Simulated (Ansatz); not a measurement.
# Molecular dynamics of C$_{3}$H$_{8}$SSi

Input file:

```yaml
crystal:
  periodic: [false, false, false]
  atoms:
    - { symbol: C, position_ang: [-1.368666, -0.771173, -0.6883] }
    - { symbol: Si, position_ang: [-0.162182, 0.063298, 0.473716] }
    - { symbol: C, position_ang: [1.51793, -0.747386, 0.331067] }
    - { symbol: C, position_ang: [-0.021489, 1.88059, 0.02389] }
    - { symbol: S, position_ang: [-0.46892, 3.144882, 0.917303] }
    - { symbol: H, position_ang: [-2.365558, -0.327244, -0.611123] }
    - { symbol: H, position_ang: [-1.459809, -1.837005, -0.458063] }
    - { symbol: H, position_ang: [-1.043325, -0.681974, -1.728967] }
    - { symbol: H, position_ang: [-0.643899, -0.049481, 1.831389] }
    - { symbol: H, position_ang: [1.918119, -0.65297, -0.682739] }
    - { symbol: H, position_ang: [1.459376, -1.814118, 0.567608] }
    - { symbol: H, position_ang: [2.238519, -0.293245, 1.017581] }
    - { symbol: H, position_ang: [0.420202, 2.051226, -0.978463] }
basis:
  gaussian: { orbitals: STO-3G }
hamiltonian:
  xc: pbe0
  dispersion: d4
md:
  timestep: 0.5
  n_steps: 266
  ensemble: nve
  temperature: 400.0
  initial_velocities: maxwell_boltzmann
  seed: 871548
scf:
  lower_state_search: "off"
```

Command:

```bash
$ ansatz run input.yaml --threads 1 --pin off --max-ram 2048MiB --backend cpu --events-out ev --progress --plain --runs-dir out
```

It starts from a relaxed structure.

Output, in part (step lines, the closing report, with atoms numbered from 0):

```
md step     0: t =     0.00 fs  T =   400.0 K  F+E_penalty+E_count = -21694.74286183 eV  E_kin = 0.568744 eV  conserved = -21694.17411784 eV  (12 SCF iters)
[... lines left out ...]
Total energy: -21694.45636782 eV, -797.2565664866 hartree
Atom 0 at    -1.399811    -0.596873    -0.667823 Å, force    -0.465817     1.056635    -0.380161 eV/Å
Atom 1 at    -0.100422     0.033535     0.507204 Å, force     0.290001     0.672578     0.348972 eV/Å
Atom 2 at     1.534303    -0.804204     0.316284 Å, force     1.393627     0.234842     0.576567 eV/Å
Atom 3 at     0.019919     1.872621     0.053528 Å, force     1.039112    -1.619376    -1.029475 eV/Å
Atom 4 at    -0.538874     3.116679     0.869852 Å, force    -0.264938     0.928559     0.286466 eV/Å
Atom 5 at    -2.291913    -0.003478    -0.342662 Å, force     0.258314    -1.022084    -0.736822 eV/Å
Atom 6 at    -1.568835    -1.664772    -0.603193 Å, force    -0.396109    -0.378734     0.311810 eV/Å
Atom 7 at    -1.198461    -0.383977    -1.746957 Å, force    -0.019046     0.125683     1.038385 eV/Å
Atom 8 at    -0.451364    -0.139293     1.902325 Å, force    -0.417985     0.066770    -0.181394 eV/Å
Atom 9 at     1.894396    -0.639211    -0.707374 Å, force     0.209756    -0.385068     0.156846 eV/Å
Atom 10 at     1.435757    -1.878423     0.525602 Å, force     0.075762     0.115768    -0.343766 eV/Å
Atom 11 at     2.327602    -0.423434     1.029498 Å, force    -1.130621    -0.277901    -0.929515 eV/Å
Atom 12 at     0.563225     1.949128    -0.944871 Å, force    -0.572056     0.482328     0.882088 eV/Å
Dipole moment:     0.041382    -0.204292    -0.103804 e Å
```

The steps, from the saved trajectory:

| time (fs) | T (K) | potential energy less start (eV) | conserved less start (meV/atom) |
| --- | --- | --- | --- |
| 0.0 | 400 | 0.000 | 0.00 |
| 4.0 | 191 | 0.300 | 0.20 |
| 8.0 | 144 | 0.367 | 0.28 |
| 12.0 | 187 | 0.306 | 0.26 |
| 16.0 | 211 | 0.272 | 0.18 |
| 20.0 | 304 | 0.138 | 0.08 |
| 24.0 | 178 | 0.318 | 0.16 |
| 28.0 | 147 | 0.362 | 0.19 |
| 32.0 | 181 | 0.313 | 0.21 |
| 36.0 | 197 | 0.291 | 0.18 |
| 40.0 | 189 | 0.303 | 0.15 |
| 44.0 | 174 | 0.323 | 0.19 |
| 48.0 | 195 | 0.294 | 0.21 |
| 52.0 | 129 | 0.388 | 0.23 |
| 56.0 | 216 | 0.263 | 0.11 |
| 60.0 | 243 | 0.225 | 0.09 |
| 64.0 | 197 | 0.292 | 0.21 |
| 68.0 | 213 | 0.269 | 0.25 |
| 72.0 | 99 | 0.432 | 0.29 |
| 76.0 | 229 | 0.244 | 0.14 |
| 80.0 | 309 | 0.131 | 0.06 |
| 84.0 | 212 | 0.268 | 0.14 |
| 88.0 | 210 | 0.272 | 0.18 |
| 92.0 | 138 | 0.377 | 0.30 |
| 96.0 | 204 | 0.281 | 0.24 |
| 100.0 | 227 | 0.248 | 0.15 |
| 104.0 | 187 | 0.304 | 0.10 |
| 108.0 | 223 | 0.253 | 0.09 |
| 112.0 | 178 | 0.318 | 0.22 |
| 116.0 | 174 | 0.324 | 0.25 |
| 120.0 | 150 | 0.359 | 0.22 |
| 124.0 | 196 | 0.293 | 0.14 |
| 128.0 | 236 | 0.234 | 0.13 |
| 132.0 | 188 | 0.304 | 0.19 |

All steps were run. The conserved energy stayed within 0.33 meV per atom of its start (net change 0.15 meV per atom), so the integration is sound. The temperature averaged 0.50 of the 400 K drawn at the start: a run that starts near a minimum puts about half its kinetic energy into the potential. A run of 0.13 ps of so small a system gives no equilibrium averages. Limits of this set-up: minimal basis.

The same pairs are bonded in the first frame and the last. Pairs count as bonded within 1.25 times the sum of covalent radii (0.12 Å more for H–H).

Last frame:

```xyz
13
Properties=species:S:1:pos:R:3
C -1.400 -0.597 -0.668
Si -0.100 0.034 0.507
C 1.534 -0.804 0.316
C 0.020 1.873 0.053
S -0.539 3.117 0.870
H -2.292 -0.004 -0.343
H -1.569 -1.665 -0.603
H -1.198 -0.384 -1.747
H -0.451 -0.139 1.902
H 1.894 -0.639 -0.707
H 1.436 -1.878 0.526
H 2.328 -0.423 1.030
H 0.563 1.949 -0.945
```

The run took 9.3 min on 1 thread of Arm Neoverse V1 (shared host), peak memory 0.1 GiB.
